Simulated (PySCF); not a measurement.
C₄H₁₁NSi, SMILES C(/[SiH3])=C(/CN)C.

The structure is a stationary point at B3LYP-D3(BJ)/def2-SVP. The structure was generated by enumeration; whether it is a known compound was not checked. One conformer was computed; it need not be the lowest.

Computed with PySCF with TDA-B3LYP/def2-SVPD.

Vertical excitations. The molecule is in vacuum.

Computed UV-visible absorptions:
```tsv
state	energy (eV)	λ (nm)	f	main pairs
S1	5.52	225	0.014	HOMO−1→LUMO 53 %, HOMO→LUMO 46 %
S2	5.97	208	0.016	HOMO→LUMO+1 90 %
S3	6.22	199	0.037	HOMO−1→LUMO+1 76 %
S4	6.56	189	0.273	HOMO→LUMO 25 %, HOMO→LUMO+2 23 %, HOMO−1→LUMO 23 %, HOMO−1→LUMO+1 9 %
S5	6.70	185	0.021	HOMO−2→LUMO 93 %
S6	6.71	185	0.068	HOMO→LUMO+2 72 %, HOMO−1→LUMO+1 11 %
T1	4.01	309	0	HOMO→LUMO 69 %, HOMO−1→LUMO 23 %
T2	5.39	230	0	HOMO−1→LUMO 72 %, HOMO→LUMO 26 %
```
Triplets are in the Tamm–Dancoff approximation.
